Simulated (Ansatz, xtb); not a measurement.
Relative energy of two isomers of C6H6BBr

Structure I is `BrC1=CBC=CC=C1`, a singlet and structure II is `Bc1ccc(Br)cc1`, a singlet. Both are isolated molecules in the gas phase, relaxed with PBE-D3(BJ)/def2-SVP; the shapes shown needn't be the lowest conformers.

I (Å):

```yaml
atoms:
  - { symbol: C, position_ang: [-0.3681, -1.3215, 0.8217] }
  - { symbol: C, position_ang: [-0.0332, -0.0118, 0.5256] }
  - { symbol: C, position_ang: [2.6247, -0.2875, 0.0408] }
  - { symbol: C, position_ang: [2.7899, -1.6472, 0.2484] }
  - { symbol: C, position_ang: [1.8111, -2.6172, 0.6179] }
  - { symbol: C, position_ang: [0.4535, -2.4907, 0.8659] }
  - { symbol: B, position_ang: [1.3431, 0.5459, 0.1523] }
  - { symbol: Br, position_ang: [-2.2160, -1.6909, 1.2494] }
  - { symbol: H, position_ang: [-0.8783, 0.6964, 0.5695] }
  - { symbol: H, position_ang: [1.4119, 1.7438, -0.0714] }
  - { symbol: H, position_ang: [3.5549, 0.2399, -0.2403] }
  - { symbol: H, position_ang: [3.8043, -2.0671, 0.1182] }
  - { symbol: H, position_ang: [2.1963, -3.6454, 0.7249] }
  - { symbol: H, position_ang: [-0.0718, -3.4199, 1.1353] }
```

II (Å):

```yaml
atoms:
  - { symbol: C, position_ang: [0.4714, -1.5323, 0.9881] }
  - { symbol: C, position_ang: [0.2269, -0.4451, 0.1060] }
  - { symbol: C, position_ang: [1.2496, 0.1427, -0.6452] }
  - { symbol: C, position_ang: [2.5568, -0.3620, -0.5193] }
  - { symbol: C, position_ang: [2.8485, -1.4367, 0.3408] }
  - { symbol: C, position_ang: [1.8079, -2.0067, 1.0809] }
  - { symbol: B, position_ang: [-0.6656, -2.1703, 1.8100] }
  - { symbol: Br, position_ang: [3.9572, 0.4238, -1.5315] }
  - { symbol: H, position_ang: [-0.4320, -3.1015, 2.5595] }
  - { symbol: H, position_ang: [-1.8035, -1.7466, 1.7141] }
  - { symbol: H, position_ang: [-0.7988, -0.0546, 0.0120] }
  - { symbol: H, position_ang: [1.0478, 0.9832, -1.3242] }
  - { symbol: H, position_ang: [3.8782, -1.8126, 0.4212] }
  - { symbol: H, position_ang: [2.0295, -2.8483, 1.7561] }
```

Quicker runs give these differences E(II) − E(I): GFN2-xTB −100.8 kJ/mol; HF/STO-3G −95.8 kJ/mol (at GFN2-xTB geometries); r2SCAN-D4/def2-SVP −36.7 kJ/mol (at GFN2-xTB geometries).

Problem. Estimate E(II) − E(I) at the level CCSD(T)/def2-SVP + ΔMP2/def2-TZVPP.

Solution. Calculated at CCSD(T)/def2-SVP + ΔMP2/def2-TZVPP: E(II) − E(I) = −46.5 kJ/mol, so structure II lies lower.

Level by level:

```
                             level             geometry  E(II) − E(I) (kJ/mol)  departure from the last row (kJ/mol)  job, with rough time for the two
                          GFN2-xTB             GFN2-xTB                  −100.8                                 −54.3              optimisation, 0.19 s
                         HF/STO-3G             GFN2-xTB                   −95.8                                 −49.3              single point, 0.56 s
                r2SCAN-D4/def2-SVP             GFN2-xTB                   −36.7                                  +9.8               single point, 5.1 s
               PBE-D3(BJ)/def2-SVP  PBE-D3(BJ)/def2-SVP                   −31.7                                 +14.9                optimisation, 17 s
                       HF/def2-SVP  PBE-D3(BJ)/def2-SVP                   −69.5                                 −22.9           part of the CCSD(T) run
                      MP2/def2-SVP  PBE-D3(BJ)/def2-SVP                   −53.7                                  −7.2           part of the CCSD(T) run
                  CCSD(T)/def2-SVP  PBE-D3(BJ)/def2-SVP                   −44.5                                  +2.1                      single point
CCSD(T)/def2-SVP + ΔMP2/def2-TZVPP  PBE-D3(BJ)/def2-SVP                   −46.5                                                   single point, 2.7 min
```

As drawn, II has 6 C∷C, 1 B–H in place of 3 C=C, 1 C–B, 2 C–C, 1 C–H (∷ is an aromatic bond). Structure I has a 7-membered ring, II a 6-membered ring (with an aromatic ring).

None of the levels shown reverses the order. The largest departure from CCSD(T)/def2-SVP + ΔMP2/def2-TZVPP is that of GFN2-xTB, 54.3 kJ/mol. The last row adds to CCSD(T) the change of the MP2 difference between the two basis sets, here −2.1 kJ/mol.

With thermal terms from frequencies at re-optimised GFN2-xTB minima (ideal gas, soft modes damped towards free rotors, one conformer each, 298.15 K, 1 atm): on the last row, ΔE + ΔZPE = −51.4, ΔH = −51.0, ΔG = −49.4 kJ/mol.

The correlated steps freeze 16 core orbitals; the filled d shell of Br is correlated, in a basis made for valence electrons. Run with Ansatz 0.2.0, xtb 6.7.1; the last row on 4 threads of Arm Neoverse V1 on a shared host.
